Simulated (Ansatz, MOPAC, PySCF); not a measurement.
Molecule: TlCl, charge 0, multiplicity 1. SMILES: [Tl][Cl]
Geometry from a B3LYP-D3(BJ)/def2-TZVP (Ansatz, an electronic-structure program) optimisation:
```
Cl
Tl 1 2.5322
```
Charge 0, spin multiplicity 1.

Unscaled harmonic wavenumbers (cm⁻¹) in rising order, each level at the stationary point that it reaches from this structure (no distance between atoms moves by over 0.3 Å); the order of modes can differ between levels, and a negative number is imaginary. B3LYP-D3(BJ)/def2-TZVP (PySCF, at the structure above): 270.

AM1 (MOPAC): 206. Zero-point energy 0.3 against 0.4 kcal/mol.

PM3 (MOPAC): 304. Zero-point energy 0.4 against 0.4 kcal/mol.

PM7 (MOPAC): 416. Zero-point energy 0.6 against 0.4 kcal/mol.

HF/6-31G* with LANL2DZ past Ar (Ansatz): 253. Zero-point energy 0.4 against 0.4 kcal/mol.
